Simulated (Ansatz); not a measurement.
Y₂O₃⁻, relaxed as a doublet with UKS PBE-D4/def2-SVPD in Ansatz, starting from the GFN2-xTB geometry. Force threshold 0.02 eV/Å.

In the def2 sets Y takes a core potential; there is no spin–orbit coupling. The highest occupied level of the charge -1 doublet lies above zero (up to 0.73 eV). The electron is either unbound and held by the finite basis, or the level is raised by self-interaction error. The structure comes from a short search, and lower isomers may exist.

Start:

```xyz
5

Y     0.129    0.243   -1.870
Y     0.852   -1.192    0.869
O    -0.638    2.014   -0.242
O    -0.315   -2.585    0.339
O    -0.028    1.521    0.905
```

```tsv
step	energy (eV)	largest force component (eV/Å)	SCF passes
1	-8215.4616	2.916	76
2	-8216.7171	2.310	46
3	-8217.3042	3.154	40
4	-8217.8382	1.000	42
5	-8218.1363	0.783	42
6	-8218.4956	1.108	40
7	-8219.0275	1.567	38
8	-8219.5832	1.117	36
9	-8219.6310	1.897	46
10	-8219.7589	0.242	40
11	-8219.7651	0.079	36
12 (rejected)	-8219.7647	0.261	37
13	-8219.7673	0.037	37
14	-8219.7699	0.058	36
15	-8219.7712	0.055	37
16	-8219.7737	0.544	51
17	-8219.8117	0.242	40
18	-8219.8983	0.888	50
19	-8220.5217	3.184	42
20	-8221.6663	1.583	51
21	-8223.0582	1.689	50
22	-8223.7827	0.626	28
23	-8223.8277	0.850	29
24	-8223.8798	0.040	24
25	-8223.8799	0.004	17
```

Force components are those of the run's own axes.

End:

```xyz
5

Y    -0.1061    0.2996   -1.3483
Y     0.1060   -0.2995    1.3483
O    -1.2855    0.8512    0.2902
O    -0.1292   -1.5285   -0.3295
O     1.4147    0.6772    0.0393
```

Bonds lost: O3–O5 (atoms count from 1). Bonds formed: Y1–O4, Y2–O3 (atoms count from 1). The end is the same structure that another start reached, the lowest one found.

No frequencies were taken in this run, so the end may be a saddle point.

Hardware: 4 threads of Intel Xeon on a shared host. Wall time 1.8 min.
